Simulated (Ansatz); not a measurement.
Ansatz results at the PBE0-D4/def2-TZVP geometry: HOMO energy (PBE/def2-TZVPP) -5.63 eV; HOMO energy (PBE0/def2-TZVPP) -6.73 eV; size of the dipole moment (B3LYP/def2-TZVPP) 2.68 D.

Each molecule was computed in one conformer, which needn't be the lowest.

Task: Which molecule gave them?
A. `C#C[S][GaH][F]`
B. `[OH][SbH][SiH2][SeH]`
C. `Cl[CH2][GeH2][SeH]`
D. `[AlH2][NH][SiH3]`

Result: B. The others give `C#C[S][GaH][F]`: -6.10, -7.20, 1.44; `Cl[CH2][GeH2][SeH]`: -5.86, -7.02, 2.31; `[AlH2][NH][SiH3]`: -6.49, -7.76, 0.92.

B3LYP here is the variant with VWN-RPA as its local correlation; programs differ in this.
